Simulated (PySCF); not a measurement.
# Two-photon absorption: SMILES FC(F)(F)c1ccccc1, C7H5F3

Cartesian coordinates in Å; atom numbers follow the order of the lines, from 1:
```xyz
15

F     2.652    0.571   -1.138
C     2.189    0.053    0.006
F     2.664    0.816    0.996
F     2.732   -1.160    0.135
C     0.686    0.002    0.019
C     0.016   -1.177   -0.307
C    -1.377   -1.197   -0.329
C    -2.098   -0.044   -0.022
C    -1.425    1.133    0.307
C    -0.034    1.157    0.329
H     0.587   -2.077   -0.540
H    -1.902   -2.120   -0.583
H    -3.190   -0.062   -0.037
H    -1.988    2.036    0.553
H     0.499    2.072    0.595
```

Method used: TDDFT CAM-B3LYP/aug-cc-pVDZ excited states, vertical, gas phase (PySCF 2.14.0). Geometry: PBE0-D3(BJ)/def2-SVP.

Give the one- and two-photon strengths of the lowest singlets.

δ for parallel linear polarisation; σ at the peak of a Lorentzian of half width 0.1 eV, single beam; Ω is circular over linear.
| state | E (eV) | f | photon λ (nm) | δ (au) | σ (GM) | Ω | main |
| --- | --- | --- | --- | --- | --- | --- | --- |
| S1 | 5.42 | 0.005 | 457 | 0.83 | 0.01 | 1.50 | HOMO→LUMO 0.56, HOMO−1→LUMO+2 0.39 |
| S2 | 6.11 | 0.011 | 406 | 1.06 | 0.01 | 0.84 | HOMO−1→LUMO 0.56, HOMO→LUMO+2 0.38 |
| S3 | 6.85 | 0.001 | 362 | 85.2 | 1.47 | 1.50 | HOMO→LUMO+1 0.91 |
| S4 | 6.94 | 0.013 | 357 | 61.2 | 1.08 | 1.50 | HOMO−1→LUMO+1 0.91 |
| S5 | 7.00 | 0.527 | 354 | 0.1 | 0.00 | 1.41 | HOMO−1→LUMO+2 0.56, HOMO→LUMO 0.38 |
| S6 | 7.03 | 0.706 | 353 | 5.66 | 0.10 | 0.20 | HOMO→LUMO+2 0.56, HOMO−1→LUMO 0.38 |

Among these, the strongest one-photon state is S6, the strongest two-photon state S3, with a dipole change of 4.9 D (relaxed, norm of the difference vector).
